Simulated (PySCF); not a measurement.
**Ionisation energy of Pb⁷⁰⁺ by level of theory**

Pb⁷⁰⁺ [Ne] 3s2 (1S) → Pb⁷¹⁺ [Ne] 3s1 (2S), as a difference of total energies. Computed with PySCF 2.14 in an even-tempered Gaussian basis (16 s from 23 bohr⁻², ratio 2.5; 10 p from 30 bohr⁻², ratio 2.5; 4 d from 110 bohr⁻², ratio 2.7; 4 f from 160 bohr⁻², ratio 2.7), with the non-relativistic Hamiltonian (point nucleus). Correlated levels: outer shells: 1s2 frozen; virtual orbitals above 40 to 60 times the deepest correlated orbital energy dropped. The calculations carry no spin-orbit coupling.

```
                method  ionisation energy (eV)
                   UHF                  8163.9
                   LDA                  8169.1
                   PBE                  8173.4
                  PBE0                  8171.3
                r2SCAN                  8162.7
                revPBE                  8172.1
                  TPSS                  8170.1
    MP2 (outer shells)                  8169.8
SCS-MP2 (outer shells)                  8170.8
```

**Question.** How much does correlation contribute at MP2 (outer shells)?

**Answer.** 8169.8 − (8163.9) = 5.9 eV, measured against UHF.

The gap to the reference is mostly relativistic.

For comparison: 9000 ± 60 eV (theoretical estimate listed by NIST; NIST Atomic Spectra Database, ionization energies).
